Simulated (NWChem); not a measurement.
Molecule: WO₂BrCl; SMILES [O]=[W]([Br])(=[O])[Cl]

Computed with NWChem. Medium grid unless said otherwise, to which SCAN and Minnesota functionals are sensitive. Geometry: optimised at PBE-D3(BJ)/def2-SVP. Not confirmed as a minimum by frequencies. def2 effective core potentials on W; no spin-orbit coupling.

### Question
Among these, which level gives the highest value of “dipole (D)”?
A) Hartree-Fock/def2-SVP
B) MPW1K/def2-SVP
C) LDA (Slater exchange, VWN5)/def2-SVP
D) HCTH/407/def2-SVP

### Answer
A, Hartree-Fock/def2-SVP. Values: HCTH/407/def2-SVP 1.90; LDA (Slater exchange, VWN5)/def2-SVP 2.08; MPW1K/def2-SVP 2.15; Hartree-Fock/def2-SVP 2.53
